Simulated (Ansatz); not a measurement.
C2H7BiO⁺, that is BiH2(OEt) with one electron fewer. Charge 1, multiplicity 2. Geometry PBE0-D4/def2-SVP, that of the neutral singlet; atoms count from 1.

```xyz
11

Bi   -1.6208    1.9581   -0.7026
H    -3.2517    1.2043   -0.6054
H    -1.6470    2.2505    1.0863
O    -0.6730    0.0757   -0.5579
C     0.5651    0.0331    0.0899
C     1.1124   -1.3753   -0.0078
H     1.3014    0.7395   -0.3560
H     0.4760    0.3209    1.1610
H     2.0891   -1.4568    0.4949
H     0.4149   -2.0861    0.4603
H     1.2334   -1.6639   -1.0628
```

In the def2 sets Bi takes a core potential; there is no spin–orbit coupling.

**Question.** Estimate the Mulliken populations from the PBE0/def2-TZVP orbitals of Ansatz.

**Answer.** 
```
atom  charge (e)  spin (α − β)
 Bi1        0.67          0.07
  H2        0.08          0.07
  H3        0.06          0.09
  O4       -0.20          0.63
  C5       -0.12         -0.02
  C6       -0.37          0.00
  H7        0.20          0.09
  H8        0.19          0.06
  H9        0.17          0.00
 H10        0.17          0.01
 H11        0.16          0.00
```
Mulliken values and Mayer orders depend strongly on the basis.

**Question.** Where does the spin sit?

**Answer.** Summed by element: Bi 0.07, H 0.32, O 0.63, C -0.02, of 1 unpaired in all. Largest on single atoms: O4 0.63, H7 0.09, H3 0.09.

**Question.** And the Mayer bond orders between bonded heavy atoms (over 0.3)?

**Answer.** Bi1–O4 0.83 (2.11 Å); O4–C5 0.99 (1.40 Å); C5–C6 1.04 (1.51 Å).
